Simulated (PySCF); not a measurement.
PySCF input for BeClH3OSi, SMILES [SiH3][O][Be][Cl], IEF-PCM-B3LYP/def2-SVP. Geometry optimised at PBE0-D3(BJ)/def2-SVP. Other conformers were not sampled.

```python
import numpy as np
from pyscf import gto, scf, dft
from pyscf.solvent import pcm

mol = gto.M(
    atom='''
    Be    0.00000000    0.00000000    0.73997792
    Cl    0.00000000   -0.00000000    2.54985365
    O    -0.00000000    0.00000000   -0.66793969
    Si    0.00000000    0.00000000   -2.32054608
    H    -1.21654182   -0.70237075   -2.82542038
    H     1.21654181   -0.70237075   -2.82542038
    H     0.00000000    1.40474148   -2.82542038
    ''',
    basis='def2-SVP',
    charge=0,
    spin=0,
    max_memory=1600,
    verbose=3,
)
mf = dft.RKS(mol, xc='b3lyp').density_fit(auxbasis='def2-universal-jkfit')
mf.grids.level = 3
mf.conv_tol = 1e-9
mf.max_cycle = 100
mf.kernel()
res = {}
for name, eps in {'water': 78.355, 'acetonitrile': 35.688, 'cyclohexanone': 15.619}.items():
    s = mf.PCM()
    s.with_solvent.method, s.with_solvent.eps, s.with_solvent.lebedev_order = 'IEF-PCM', eps, 29
    s.kernel(mf.make_rdm1())
    res[name] = (s.e_tot, eps, s.dip_moment(), s.mo_energy, s.converged)
    print(f'{name}: electrostatic solvation free energy {(s.e_tot - mf.e_tot) * 627.509474:.3f} kcal/mol')
```

Log of the run:

```
converged SCF energy = -841.371518553143

WARN: PCM is an experimental feature. It is still in testing.
Features and APIs may be changed in the future.

converged SCF energy = -841.377305467524
Dipole moment(X, Y, Z, Debye):  0.00000,  0.00012, -1.45134
water: electrostatic solvation free energy -3.631 kcal/mol

WARN: PCM is an experimental feature. It is still in testing.
Features and APIs may be changed in the future.

converged SCF energy = -841.377153414227
Dipole moment(X, Y, Z, Debye):  0.00000,  0.00011, -1.44677
acetonitrile: electrostatic solvation free energy -3.536 kcal/mol

WARN: PCM is an experimental feature. It is still in testing.
Features and APIs may be changed in the future.

converged SCF energy = -841.376807674646
Dipole moment(X, Y, Z, Debye):  0.00000,  0.00010, -1.43618
cyclohexanone: electrostatic solvation free energy -3.319 kcal/mol
```

Self-consistency was reached.

Cost: roughly 25 core-seconds.
